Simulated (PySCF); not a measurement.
**Do core-level shifts follow atomic charges?**

Species: C3H6PSi (charge -1).
Cartesian coordinates in Å at the PBE0-D3(BJ)/def2-SVP level; atoms count from 1:
```xyz
11
C3H6PSi angstrom
C      2.6238   -0.9764    0.5318
C      1.7260   -0.2110    0.8940
P      0.5027    0.8995    1.4828
C     -0.4050    1.1773   -0.1740
Si    -1.4859   -0.3233   -0.4083
H      3.3693   -1.6824    0.2237
H      0.2823    1.3576   -1.0178
H     -1.0387    2.0754   -0.0661
H     -0.7176   -1.6054   -0.3715
H     -2.2476   -0.3694   -1.7358
H     -2.5725   -0.3671    0.6272
```

Binding energies: PySCF 2.14.0, delta-SCF UKS SCAN, pcX-2 on the ionised atom, pcseg-1 elsewhere, spin-free X2C. Charges: PBE0/pcSseg-1 ground-state density, for the ionised atom.

```csv
atom,environment,C 1s (eV),Mulliken (e),IAO (e),Hirshfeld (e),ESP (e)
C1,terminal alkyne carbon,284.15,-0.470,-0.417,-0.257,-0.628
C2,alkyne carbon,284.92,-0.063,-0.243,-0.168,+0.146
C4,sp3 carbon bound to silicon,285.37,-0.688,-0.689,-0.226,-0.233
```

Problem. Give the correlation coefficient and slope of binding energy on charge for each scheme.

Solution. ESP: r = 0.63, slope 1.0 eV per e; Hirshfeld: r = 0.48, slope 6.5 eV per e; Mulliken: r = -0.20, slope -0.4 eV per e; IAO: r = -0.48, slope -1.3 eV per e. ESP charges have the highest r, on only 3 points.

Problem. The point-charge model writes a binding energy as kq + V + constant, with V the potential of the other atoms' charges at the site. What does it give with the Hirshfeld charges?

Solution. V = Σ 14.40 eV Å × q/r over all other atoms: -3.94 eV at C1, -6.48 eV at C2, -3.60 eV at C4. Fitting binding energy − V to q gives k = 37.9 eV per e and leaves an rms residual of 0.12 eV, against 0.44 eV for the fit on q alone. The model has no term for differences in relaxation between sites.

The species carries charge -1, so core ionisation leaves a neutral species. The basis sets have no added diffuse functions. One conformer (not necessarily the lowest) at the PBE0-D3(BJ)/def2-SVP geometry, without solvent, vibrations or thermal averaging. The geometry's basis has no diffuse functions, a weakness for an anion.
